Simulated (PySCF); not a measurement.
silicon monosulfide (SSi), singlet, at a GFN2-xTB geometry, with bond 1-2 at 1.6 times its length; CAMB3LYP/def2-SV(P) run with PySCF.

Input for PySCF:
```python
from pyscf import gto, scf, dft

mol = gto.M(
    atom='''
Si    0.00000000    0.00000000   -2.26653246
S     0.00000000    0.00000000    0.93327807
''',
    basis='def2-sv(p)',
    verbose=4,
)

mf = dft.RKS(mol)
mf.xc = 'camb3lyp'
mf.level_shift = 0.1
mf.max_cycle = 100
mf.kernel()
```

### Question
Predict the main parts of the log of this PySCF run.

### Answer

```
PySCF version 2.14.0

[INPUT] verbose = 4
[INPUT] num. atoms = 2
[INPUT] num. electrons = 30
[INPUT] charge = 0
[INPUT] spin (= nelec alpha-beta = 2S) = 0
[INPUT] symmetry False subgroup None
[INPUT] Mole.unit = angstrom
[INPUT] Symbol           X                Y                Z      unit          X                Y                Z       unit  Magmom
[INPUT]  1 Si     0.000000000000   0.000000000000  -2.266532460000 AA    0.000000000000   0.000000000000  -4.283125601837 Bohr   0.0
[INPUT]  2 S      0.000000000000   0.000000000000   0.933278070000 AA    0.000000000000   0.000000000000   1.763639950363 Bohr   0.0

nuclear repulsion = 37.0445981519037
number of shells = 16
number of NR pGTOs = 72
number of NR cGTOs = 36
basis = def2-sv(p)
ecp = {}

******** <class 'pyscf.dft.rks.RKS'> ********
method = RKS
initial guess = minao
damping factor = 0
level_shift factor = 0.1
DIIS = <class 'pyscf.scf.diis.CDIIS'>
diis_start_cycle = 1
diis_space = 8
diis_damp = 0
SCF conv_tol = 1e-09
SCF conv_tol_grad = None
SCF max_cycles = 100
direct_scf = True
direct_scf_tol = 1e-13
XC library pyscf.dft.libxc version 7.1.2
    S. Lehtola, C. Steigemann, M. J. T. Oliveira, and M. A. L. Marques,  SoftwareX 7, 1–5 (2018)
XC functionals = camb3lyp
    T. Yanai, D. P. Tew, and N. C. Handy,  Chem. Phys. Lett. 393, 51 (2004)
radial grids:
    Treutler-Ahlrichs [JCP 102, 346 (1995); DOI:10.1063/1.469408] (M4) radial grids

becke partition: Becke, JCP 88, 2547 (1988); DOI:10.1063/1.454033
pruning grids: <function nwchem_prune>
grids dens level: 3
symmetrized grids: False
atomic radii adjust function: <function treutler_atomic_radii_adjust>
small_rho_cutoff = 0
Set gradient conv threshold to 3.16228e-05
Initial guess from minao.
tot grids = 38064
init E= -686.945922309275
  HOMO = -0.257040200787597  LUMO = -0.0340262153889205  gap/eV = 6.06852
cycle= 1 E= -686.759087935343  delta_E= 0.187  |g|= 0.752  |ddm|= 1.22
  HOMO = -0.213461974738234  LUMO = 0.0824451872507705  gap/eV = 8.05204
cycle= 2 E= -682.559877837625  delta_E=  4.2  |g|=  2.2  |ddm|= 3.84
  HOMO = -0.175510958950434  LUMO = -0.0267047620271487  gap/eV = 4.04922
cycle= 3 E= -684.170715062748  delta_E= -1.61  |g|= 1.99  |ddm|=  1.4
  HOMO = -0.203431084173964  LUMO = -0.0278829375134407  gap/eV = 4.77691
cycle= 4 E= -684.671690476653  delta_E= -0.501  |g|= 1.99  |ddm|= 0.357
  HOMO = -0.206550749247016  LUMO = -0.00833680401132491  gap/eV = 5.39368
cycle= 5 E= -684.771221993873  delta_E= -0.0995  |g|= 1.99  |ddm|= 0.0859
  HOMO = -0.217101628726234  LUMO = -0.00819543570133609  gap/eV = 5.68463
cycle= 6 E= -684.683072232138  delta_E= 0.0881  |g|= 2.02  |ddm|= 0.086
  HOMO = -0.188764851527308  LUMO = -0.0680465509859113  gap/eV = 3.28491
cycle= 7 E= -686.249721128845  delta_E= -1.57  |g|= 1.53  |ddm|= 1.01
  HOMO = -0.24946942716245  LUMO = -0.0576271172956865  gap/eV = 5.22030
cycle= 8 E= -687.20794903599  delta_E= -0.958  |g|= 0.318  |ddm|= 1.64
  HOMO = -0.274645196560835  LUMO = -0.0132813396003733  gap/eV = 7.11207
cycle= 9 E= -687.205881528167  delta_E= 0.00207  |g|= 0.312  |ddm|= 0.18
  HOMO = -0.249019428786849  LUMO = -0.0283438155378462  gap/eV = 6.00489
cycle= 10 E= -687.23953154733  delta_E= -0.0337  |g|= 0.15  |ddm|= 0.219
  HOMO = -0.253213266242524  LUMO = -0.0253457193260755  gap/eV = 6.20059
cycle= 11 E= -687.247948052693  delta_E= -0.00842  |g|= 0.0857  |ddm|= 0.119
  HOMO = -0.25748299591084  LUMO = -0.0196225870931716  gap/eV = 6.47251
cycle= 12 E= -687.248288207712  delta_E= -0.00034  |g|= 0.101  |ddm|= 0.11
  HOMO = -0.257751939617946  LUMO = -0.019201715904097  gap/eV = 6.49128
cycle= 13 E= -687.24831618879  delta_E= -2.8e-05  |g|= 0.107  |ddm|= 0.0612
  HOMO = -0.259178633868065  LUMO = -0.0178813660629613  gap/eV = 6.56603
cycle= 14 E= -687.247528255962  delta_E= 0.000788  |g|= 0.117  |ddm|= 0.0261
  HOMO = -0.254936158314727  LUMO = -0.0204025173443054  gap/eV = 6.38199
cycle= 15 E= -687.251882359573  delta_E= -0.00435  |g|= 0.0614  |ddm|= 0.061
  HOMO = -0.253016992730135  LUMO = -0.019915782550682  gap/eV = 6.34301
cycle= 16 E= -687.254586521368  delta_E= -0.0027  |g|= 0.0055  |ddm|= 0.19
  HOMO = -0.252746159594592  LUMO = -0.0196594523366892  gap/eV = 6.34261
cycle= 17 E= -687.254643236058  delta_E= -5.67e-05  |g|= 0.018  |ddm|= 0.0792
  HOMO = -0.253239252927388  LUMO = -0.0193953703248995  gap/eV = 6.36322
cycle= 18 E= -687.254760638059  delta_E= -0.000117  |g|= 0.0109  |ddm|= 0.0294
  HOMO = -0.253368453683252  LUMO = -0.0193573831294902  gap/eV = 6.36777
cycle= 19 E= -687.254814003068  delta_E= -5.34e-05  |g|= 0.00361  |ddm|= 0.0113
  HOMO = -0.253302153384666  LUMO = -0.0193719440497795  gap/eV = 6.36557
cycle= 20 E= -687.254821566292  delta_E= -7.56e-06  |g|= 0.00124  |ddm|= 0.00639
  HOMO = -0.25320952301184  LUMO = -0.0193545457047203  gap/eV = 6.36352
cycle= 21 E= -687.254822721311  delta_E= -1.16e-06  |g|= 0.00121  |ddm|= 0.00617
  HOMO = -0.253230577277732  LUMO = -0.0193552404517962  gap/eV = 6.36407
cycle= 22 E= -687.254823392067  delta_E= -6.71e-07  |g|= 0.00047  |ddm|= 0.00164
  HOMO = -0.253218927029126  LUMO = -0.0193509017422918  gap/eV = 6.36387
cycle= 23 E= -687.254823504257  delta_E= -1.12e-07  |g|= 0.000247  |ddm|= 0.00106
  HOMO = -0.253219027924493  LUMO = -0.0193525233616297  gap/eV = 6.36383
cycle= 24 E= -687.254823530693  delta_E= -2.64e-08  |g|= 0.000124  |ddm|= 0.000401
  HOMO = -0.253219503071529  LUMO = -0.0193519926956345  gap/eV = 6.36386
cycle= 25 E= -687.254823537131  delta_E= -6.44e-09  |g|= 5.8e-05  |ddm|= 0.000169
  HOMO = -0.253219584885423  LUMO = -0.0193518902661766  gap/eV = 6.36386
cycle= 26 E= -687.25482353854  delta_E= -1.41e-09  |g|= 2.65e-05  |ddm|= 7.57e-05
  HOMO = -0.253219509782742  LUMO = -0.0193519029896753  gap/eV = 6.36386
cycle= 27 E= -687.254823538829  delta_E= -2.89e-10  |g|= 1.2e-05  |ddm|= 3.21e-05
  HOMO = -0.253222867011959  LUMO = -0.11935043855338  gap/eV = 3.64285
Extra cycle  E= -687.254823537564  delta_E= 1.27e-09  |g|= 5.56e-05  |ddm|= 7.36e-05
converged SCF energy = -687.254823537564
```
